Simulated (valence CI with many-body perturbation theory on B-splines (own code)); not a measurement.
## E1 line list for Zn XXVI

Computed by valence CI with perturbative core correlation (CI+MBPT): three valence electrons over a frozen Dirac-Fock core [He], a basis of 11 s, 11 p, 9 d, 7 f, 5 g, 2 h, 1 i functions for each j, with the one-electron correlation potential Σ1, the two-electron term Σ2, the three-electron term Σ3, Breit, model QED; selected CI, second order for the rest (own B-spline code, finite nucleus).

No measured spectrum was set against this ion. As an estimate, levels of excited configurations hold to 0.05 to 0.15 % of their energy, terms of the ground configuration to about 0.5 %.

Lines 201 to 250 of 255 in falling wavelength, among levels below 1610.7 eV, chosen from the strongest by gf and those to the six lowest levels. Wavelengths and rates use the calculated energies, so an error of 900 cm⁻¹ moves a line at 8.365 Å by 0.0075 % and its rate by three times that or more. Electric multipoles are in the length gauge, E1 and E2 with the static RPA response of the core. Weak lines are less certain than strong ones. Lines between different terms over intervals too small for the method are left out, as are lines whose strength nearly cancels. The highest levels of a list are the least certain.

Names give the largest LS component (configuration and term), which can be under half, so a name can repeat, a term be missing and a line seem to break the LS rules; names also repeat where a configuration has a term twice. Letters in brackets count levels of one name in rising energy.

```tsv
λ vac (Å)	Upper	Lower	A (s⁻¹)	S (a.u.) with core polarisation	S without
8.365	2s2p3d ²F°_5/2 [b]	2s2p² ⁴P_5/2	1.17e+11	2.03e-04	2.03e-04
8.362	2s2p3p ⁴S_3/2 [a]	2s²2p ²P°_1/2	4.79e+12	5.53e-03	5.52e-03
8.349	2s2p3d ²P°_1/2 [a]	2s2p² ⁴P_1/2	3.21e+11	1.84e-04	1.85e-04
8.346	2p²3p ²P°_3/2	2s2p² ²D_3/2	4.33e+12	4.97e-03	4.97e-03
8.344	2s2p3p ²P_1/2 [a]	2s²2p ²P°_1/2	1.45e+13	8.34e-03	8.33e-03
8.333	2p²3p ²F°_5/2	2s2p² ²D_3/2	3.80e+12	6.50e-03	6.49e-03
8.331	2s2p3p ²D_5/2 [a]	2s²2p ²P°_3/2	1.20e+13	2.06e-02	2.06e-02
8.312	2s2p3p ²D_3/2 [a]	2s²2p ²P°_1/2	1.10e+13	1.25e-02	1.25e-02
8.312	2s2p3p ²S_1/2 [a]	2s²2p ²P°_3/2	1.44e+13	8.19e-03	8.17e-03
8.305	2s2p3d ²F°_5/2 [b]	2s2p² ⁴P_3/2	8.38e+10	1.42e-04	1.42e-04
8.282	2p²3p ⁴D°_3/2 [b]	2s2p² ⁴P_5/2	9.11e+11	1.02e-03	1.02e-03
8.259	2s2p3d ²P°_3/2 [b]	2s2p² ⁴P_3/2	2.71e+11	3.01e-04	3.01e-04
8.259	2p²3p ⁴D°_1/2	2s2p² ⁴P_1/2	4.70e+12	2.61e-03	2.61e-03
8.258	2p²3p ⁴D°_5/2	2s2p² ⁴P_5/2	1.78e+12	2.97e-03	2.97e-03
8.247	2p²3p ⁴P°_5/2	2s2p² ⁴P_5/2	2.68e+12	4.45e-03	4.45e-03
8.247	2s2p3p ⁴P_3/2	2s²2p ²P°_1/2	3.53e+11	3.90e-04	3.90e-04
8.245	2p²3p ²S°_1/2	2s2p² ⁴P_3/2	3.93e+12	2.17e-03	2.17e-03
8.227	2p²3p ²D°_3/2	2s2p² ⁴P_5/2	2.02e+11	2.22e-04	2.22e-04
8.223	2p²3p ⁴D°_3/2 [b]	2s2p² ⁴P_3/2	3.33e+12	3.66e-03	3.65e-03
8.218	2s2p3p ⁴S_3/2 [b]	2s²2p ²P°_1/2	4.30e+11	4.71e-04	4.71e-04
8.212	2p²3p ⁴D°_7/2	2s2p² ⁴P_5/2	6.34e+12	1.39e-02	1.38e-02
8.203	2p²3p ⁴D°_3/2 [a]	2s2p² ⁴P_1/2	5.35e+12	5.83e-03	5.82e-03
8.199	2p²3p ⁴D°_5/2	2s2p² ⁴P_3/2	3.89e+12	6.36e-03	6.34e-03
8.192	2s2p3d ²P°_1/2 [b]	2s2p² ⁴P_1/2	2.70e+11	1.47e-04	1.46e-04
8.192	2s2p3p ²P_1/2 [b]	2s²2p ²P°_3/2	4.14e+12	2.24e-03	2.24e-03
8.189	2p²3p ⁴S°_3/2	2s2p² ⁴P_5/2	7.69e+12	8.34e-03	8.32e-03
8.189	2p²3p ⁴P°_5/2	2s2p² ⁴P_3/2	3.04e+12	4.95e-03	4.94e-03
8.185	2s2p3p ²D_3/2 [b]	2s²2p ²P°_3/2	3.37e+12	3.65e-03	3.64e-03
8.183	2p²3p ⁴P°_1/2	2s2p² ⁴P_3/2	3.11e+12	1.68e-03	1.68e-03
8.179	2s2p3d ²P°_3/2 [b]	2s2p² ⁴P_1/2	9.59e+11	1.04e-03	1.03e-03
8.171	2p²3s ⁴P_1/2	2s²2p ²P°_3/2	9.83e+11	5.29e-04	5.29e-04
8.168	2p²3p ²D°_3/2	2s2p² ⁴P_3/2	1.77e+12	1.90e-03	1.90e-03
8.166	2p²3p ²F°_5/2	2s2p² ⁴P_5/2	2.89e+12	4.66e-03	4.66e-03
8.165	2p²3p ²S°_1/2	2s2p² ⁴P_1/2	2.55e+11	1.37e-04	1.37e-04
8.162	2s2p3p ²S_1/2 [a]	2s²2p ²P°_1/2	1.69e+12	9.09e-04	9.07e-04
8.158	2s2p3p ²D_5/2 [b]	2s²2p ²P°_3/2	2.46e+12	3.95e-03	3.94e-03
8.145	2s2p3p ²P_3/2	2s²2p ²P°_3/2	3.41e+12	3.64e-03	3.63e-03
8.131	2p²3p ⁴S°_3/2	2s2p² ⁴P_3/2	1.82e+12	1.93e-03	1.93e-03
8.121	2p²3p ²P°_3/2	2s2p² ⁴P_3/2	4.44e+11	4.69e-04	4.69e-04
8.104	2p²3p ⁴P°_1/2	2s2p² ⁴P_1/2	8.70e+11	4.57e-04	4.56e-04
8.090	2p²3p ²D°_3/2	2s2p² ⁴P_1/2	9.08e+11	9.49e-04	9.48e-04
8.078	2p²3s ⁴P_3/2	2s²2p ²P°_3/2	3.01e+11	3.13e-04	3.13e-04
8.054	2p²3p ⁴S°_3/2	2s2p² ⁴P_1/2	2.44e+11	2.51e-04	2.51e-04
8.045	2s2p3p ²P_1/2 [b]	2s²2p ²P°_1/2	6.83e+11	3.51e-04	3.50e-04
8.037	2p²3s ⁴P_5/2	2s²2p ²P°_3/2	2.93e+11	4.51e-04	4.50e-04
8.037	2p²3s ²P_1/2	2s²2p ²P°_3/2	5.38e+11	2.76e-04	2.75e-04
8.025	2p²3s ⁴P_1/2	2s²2p ²P°_1/2	3.03e+11	1.55e-04	1.54e-04
8.004	2p²3s ²D_3/2 [a]	2s²2p ²P°_3/2	5.54e+11	5.60e-04	5.60e-04
8.001	2s2p3p ²P_3/2	2s²2p ²P°_1/2	5.52e+11	5.59e-04	5.57e-04
7.971	2s2p3p ²S_1/2 [b]	2s²2p ²P°_1/2	9.00e+11	4.50e-04	4.50e-04
```
